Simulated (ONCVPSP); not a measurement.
**krypton: one change to an ONCV potential, before and after**

- Element: Kr
- Generator: ONCVPSP 4.0.1
- Type: optimised norm-conserving Vanderbilt (ONCV)
- Functional: PBE
- Relativity: scalar-relativistic
- Frozen core: [Ne]
- Valence charge: 26
- Reference configuration: 3s2 3p6 3d10 4s2 4p6
- Partial waves: 3s+4s: rc 1.00 bohr, ncon 5, nbas 8, qcut 10.9 1/bohr, 2 projectors; 3p+4p: rc 0.90 bohr, ncon 4, nbas 7, qcut 15.7 1/bohr, 2 projectors; 3d: rc 0.80 bohr, ncon 4, nbas 9, qcut 22.8 1/bohr, 3 projectors, debl 1.4 Ha
- Local potential: polynomial inside 0.50 bohr (lpopt 5, dvloc0 -1 Ha)
- Core correction: Teter function, fcfact 2.75, rcfact 1.35

In the d channel the program set the typed energies aside and used -2.991, 0.250, 1.650 Ha.

Change: s: qcut 13.5; p: qcut 19.5; d: qcut 28.3.

Cutoffs: the cutoffs (Ha) at which the residual kinetic energy of the hardest occupied pseudo-wave falls to 1 and 0.1 mHa per electron; they do not see the model core or the augmentation charge, which bear on the density cutoff. Errors are all-electron minus pseudo energies relative to the spin-unpolarised reference configuration.

**Question.** Predict the effect on cutoff, ghosts and configuration errors.

**Answer.** The potential gets neither clearly harder nor softer (189 Ha and 212 Ha → 191 Ha and 214 Ha); the d channel sets the loose cutoff, while the largest relative change is in s, which becomes harder; of the 4 tests that both files solve, the error grows in 0 and shrinks in 1 by more than 15 % and 0.3 meV (median size 4.5 → 4.5 meV); neither file shows a bound ghost.

| quantity | base | changed |
| --- | --- | --- |
| cutoff, loose | 189 Ha | 191 Ha |
| cutoff, tight | 212 Ha | 214 Ha |
| loose cutoff by channel | s 56 Ha, p 85 Ha, d 189 Ha | s 71 Ha, p 83 Ha, d 191 Ha |
| bound ghosts | none | none |
| GHOST(+) flags under 300 eV | none | none |
| error for 3s2 3p6 3d10 4s2 4p5, meV [ΔE 14.29 eV] | -0.8 | -0.8 |
| error for 3s2 3p6 3d10 4s2 4p4, meV [ΔE 39.46 eV] | -2.9 | -2.9 |
| error for 3s2 3p6 3d10 4s2 4p3, meV [ΔE 76.54 eV] | -6.0 | -6.1 |
| error for 3s1 3p6 3d10 4s2 4p6, meV [ΔE 276.72 eV] | -495 | -365 |
| s: phases at 1.01 bohr within 0.05 rad from the reference energy up to (Ha; the scan ends near 5) | to the end of the scan | to the end of the scan |
| p: phases at 0.92 bohr within 0.05 rad from the reference energy up to (Ha; the scan ends near 5) | to the end of the scan | to the end of the scan |
| d: phases at 0.81 bohr within 0.05 rad from the reference energy up to (Ha; the scan ends near 5) | to the end of the scan | to the end of the scan |
| rms error of d²Exc/dni dnj with the model core, mHa | 1.93 | 1.94 |
